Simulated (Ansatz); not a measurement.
Input for Ansatz (a first-principles code): R-B3LYP/def2-TZVPP on ammonium (SMILES [NH4+]), atoms moved off the minimum. Charge +1.

Ansatz 0.2 input:
```yaml
crystal:
  periodic: [false, false, false]
  atoms:
    - {symbol: N, position_ang: [0.05610089, 0.10098123, 0.00730270]}
    - {symbol: H, position_ang: [-0.64790463, -0.18875866, -0.76647691]}
    - {symbol: H, position_ang: [0.16868599, 1.02891010, -0.01105040]}
    - {symbol: H, position_ang: [-0.34778339, -0.29756055, 0.99843967]}
    - {symbol: H, position_ang: [0.96859416, -0.52196664, -0.25069098]}
basis:
  gaussian:
    orbitals: def2-TZVPP
hamiltonian:
  xc: {name: B3LYP}
total_charge: 1
scf: {lower_state_search: off}
output: {forces: true}
```

The log:

```
WARN ansatz: RAYON_NUM_THREADS=1 ignored (pool sized by the plan → 1); use --threads N
Functional definition: B3LYP
these checks for a lower state are left out or cut short: stability, starts, cluster_reference, orbital_swaps, neighbouring_geometries, increment
integrals: 0.01 GiB planned
391 factors; their error is unknown
mean field: 0.16 GiB planned
mean field evaluation 1: about -1532.9282 eV, gradient 9.5e1 eV
mean field evaluation 2: about -1521.3267 eV, gradient 1.1e2 eV
mean field evaluation 4: about -1548.3197 eV, gradient 4.3e-1 eV
mean field evaluation 8: about -1548.3162 eV, gradient 2.8e-1 eV
mean field evaluation 16: about -1548.3163 eV, gradient 4.7e-6 eV
mean field -1548.31631214 eV, -56.8995749847 hartree, gradient 4.7e-6 eV, S^2 0.000000; 0 other end points of the search recorded, 0 dependent functions left out
the calculation of the forces begins
reference -1548.31645083 eV, -56.8995800814 hartree; 5, 5 occupied and 82, 82 virtual orbitals, 391 factors
Total energy: -1548.31645083 eV, -56.8995800814 hartree
Atom 0 at     0.056101     0.100981     0.007303 Å, force    -1.012164    -9.083721     0.259552 eV/Å
Atom 1 at    -0.647905    -0.188759    -0.766477 Å, force     1.107010     0.697761     1.573626 eV/Å
Atom 2 at     0.168686     1.028910    -0.011050 Å, force     0.955011     4.689370     0.130060 eV/Å
Atom 3 at    -0.347783    -0.297561     0.998440 Å, force     1.224915     1.455144    -2.895421 eV/Å
Atom 4 at     0.968594    -0.521967    -0.250691 Å, force    -2.274772     2.241447     0.932182 eV/Å
Dipole moment:    -0.014073    -0.093337    -0.005142 e Å
Checks for a lower state left out: stability, starts, cluster_reference, orbital_swaps, neighbouring_geometries, increment
```

The calculation finished and met its thresholds.

Cost: roughly 0.8 core-seconds.
